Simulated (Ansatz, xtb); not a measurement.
# C5H3ClO2: 5 structures ranked

5 gas-phase structures of C5H3ClO2, from a drawn sample of its isomers (lower ones may exist). Each was relaxed with GFN2-xTB; where two conformers were screened, the lower at r2SCAN-D4/def2-SVP is listed:

A. `O=C1C=COC=C1Cl`, a singlet
B. `O=C1C=C(Cl)C=CO1`, a singlet
C. `O=C(Cl)c1ccoc1`, a singlet
D. `C=C1C=C(Cl)C(=O)O1`, a singlet
E. `O=C1C=C(Cl)C(=O)C1`, a singlet

Q: Which do you expect lowest at r2SCAN-D4/def2-SVP, and how would the others follow?

A: Calculated order at r2SCAN-D4/def2-SVP: B (0.0), C (4.2), E (26.0), D (31.5), A (55.9) kJ/mol.

Energies above the lowest of each column, in kJ/mol; the last columns are at B3LYP-D3(BJ)/def2-SVP geometries (a dash: not run or not comparable):

| structure | GFN2-xTB | HF/STO-3G | r2SCAN-D4/def2-SVP | B3LYP-D3(BJ)/def2-SVP | CCSD(T)/def2-SVP + ΔMP2/def2-TZVPP |
| --- | --- | --- | --- | --- | --- |
| B | 1.4 | 41.6 | 0.0 | 0.0 | 0.0 |
| C | 0.0 | 0.0 | 4.2 | 6.0 | 3.6 |
| E | 68.2 | 40.6 | 26.0 | 25.0 | 9.2 |
| D | 39.5 | 65.3 | 31.5 | 33.5 | 19.8 |
| A | 48.5 | 76.3 | 55.9 | 52.8 | – |

CCSD(T)/def2-SVP + ΔMP2/def2-TZVPP has B and C within 1 kcal/mol of each other at the bottom, and every level picks one of them. Some further structures that were screened fall inside this span and aren't listed. Flexible structures stand in one conformer each, not always the lowest. Frequencies (GFN2-xTB) were run for B, C, D, E alone. ΔMP2 is the change of the MP2 energy from the smaller to the larger basis.

Over these structures GFN2-xTB departs from r2SCAN-D4/def2-SVP by 13.7 kJ/mol on average once a common shift is removed. A GFN2-xTB relaxation took about 0.066 s and the r2SCAN-D4/def2-SVP energy about 1.7 s on a shared host (Ansatz 0.2.0, xtb 6.7.1).
